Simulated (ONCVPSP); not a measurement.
# Reading a pseudo-wave (carbon)

Columns: radius, all-electron u(r) and pseudo u(r) of the 2p shell (level -5.29 eV) of carbon in the configuration [He] 2s2 2p2; PBE, scalar-relativistic, ONCV scheme, ONCVPSP 4.0.1.

| r (bohr) | all-electron | pseudo |
| --- | --- | --- |
| 0.088 | 0.0379 | 0.0166 |
| 0.175 | 0.1183 | 0.0637 |
| 0.262 | 0.2128 | 0.1361 |
| 0.350 | 0.3079 | 0.2271 |
| 0.438 | 0.3952 | 0.3265 |
| 0.525 | 0.4705 | 0.4240 |
| 0.612 | 0.5341 | 0.5129 |
| 0.700 | 0.5874 | 0.5886 |
| 0.788 | 0.6301 | 0.6471 |
| 0.875 | 0.6622 | 0.6877 |
| 0.962 | 0.6850 | 0.7125 |
| 1.050 | 0.6998 | 0.7244 |
| 1.138 | 0.7073 | 0.7264 |
| 1.225 | 0.7087 | 0.7216 |
| 1.312 | 0.7051 | 0.7125 |
| 1.400 | 0.6971 | 0.7007 |
| 1.487 | 0.6859 | 0.6872 |
| 1.575 | 0.6718 | 0.6721 |
| 1.662 | 0.6558 | 0.6558 |
| 1.750 | 0.6379 | 0.6379 |
| 1.838 | 0.6189 | 0.6189 |
| 1.925 | 0.5992 | 0.5991 |
| 2.012 | 0.5789 | 0.5789 |
| 2.100 | 0.5581 | 0.5581 |
| 2.188 | 0.5372 | 0.5372 |
| 2.275 | 0.5166 | 0.5166 |

(1) How many radial nodes do the two functions have?

(2) At about which radius was the pseudo-wave matched?

(3) Is the pseudo-wave norm-conserving?

## Answers

(1) The all-electron 2p function has n − l − 1 = 0; the pseudo-wave has 0.

(2) 1.75 bohr. The columns agree to 0.0005 from 1.57 bohr on; several derivatives are matched, so the curves merge somewhat inside the radius.

(3) Yes: the ONCV scheme keeps the norm inside the radius equal to the all-electron one, which fixes the energy derivative of the logarithmic derivative at the level.
